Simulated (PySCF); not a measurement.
**Computed NMR parameters against published values**

Mapped SMILES: `[CH3:1][O:2][c:3]1[cH:4][cH:5][n:6][cH:7][cH:8]1` (H(Xn): hydrogen on atom n).

[PySCF 2.14: PBE0-D3(BJ)/def2-TZVP geometry; shieldings: GIAO B97-2/pcSseg-2; no solvent; one conformer; non-relativistic Hamiltonian; equivalent nuclei averaged]

Reference values: estimated from measurements, as parent shift plus tabulated substituent increment (solution, not stated per compound (mostly CDCl3 or CCl4); Pretsch, Buehlmann, Badertscher, Structure Determination of Organic Compounds, 4th ed. (2009)).
```tsv
atoms	quantity	reference	computed	computed, scaled
C3	δ 13C	164.9	172.9	164.8
C5/C7	δ 13C	150.7	159.4	151.7
C4/C8	δ 13C	109.8	113.6	107.5
H(C5)/H(C7)	δ 1H	8.43	8.74	8.34
H(C4)/H(C8)	δ 1H	6.83	6.88	6.59
```

Computed shifts are σ(ref) − σ with the named reference compound (TMS for H and C) calculated as an isolated molecule at the same level. The measured values may be among those fitted. Scaled to experiment by linear calibration (H and C: mostly CDCl3 data, vs TMS): 13C (scatter 2.0 ppm rms, 2.1 ppm with the 1 outlier that the fit left out); 1H (scatter 0.14 ppm rms, 0.16 ppm with the 4 outliers that the fit left out). Occasional misses reach two or three times the rms, and more in compound classes unlike the fitted ones.

**Question.** How far are the unscaled 13C shifts from the references?

**Answer.** Mean signed difference +6.83 ppm, mean absolute 6.83 ppm over 3 comparisons; the largest is +8.7 ppm at C5/C7 (aromatic CH next to a ring nitrogen).

**Question.** How far are the unscaled 1H shifts from the references?

**Answer.** Mean signed difference +0.18 ppm, mean absolute 0.18 ppm over 2 comparisons; the largest is +0.31 ppm at H(C5)/H(C7) (hydrogen on an aromatic CH next to a ring nitrogen).

The carbons averaged at δ 113.6 differ by 9 ppm in this conformer.
